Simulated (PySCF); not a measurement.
Computed IR spectrum (relative IR intensity) of a molecule C₄H₃BrClF. Geometry optimised at PBE-D3(BJ)/def2-SVP. Other conformers were not sampled. Calculation: PBE-D3(BJ)/def2-SVP (PySCF 2.14.0). Frequencies are harmonic and unscaled.

ν (cm⁻¹): 216 (vw), 273 (vw), 297 (vw), 402 (w), 453 (m), 509 (w), 568 (vw), 672 (s), 743 (s), 855 (m), 991 (vs), 1106 (vs), 1169 (m), 1244 (w), 1307 (w), 1405 (w), 2020 (w), 3030 (w) (against the strongest line: vs over 80 %, s over 45 %, m over 15 %, w over 4 %, vw less)

Task: Which structure fits?
A. C=C=C(Cl)[C@H](F)Br
B. C=C(Br)/C(Cl)=C/F
C. FC=C=C[C@@H](Cl)Br
D. C=C(Cl)/C(Br)=C/F

Result: A, C=C=C(Cl)[C@H](F)Br
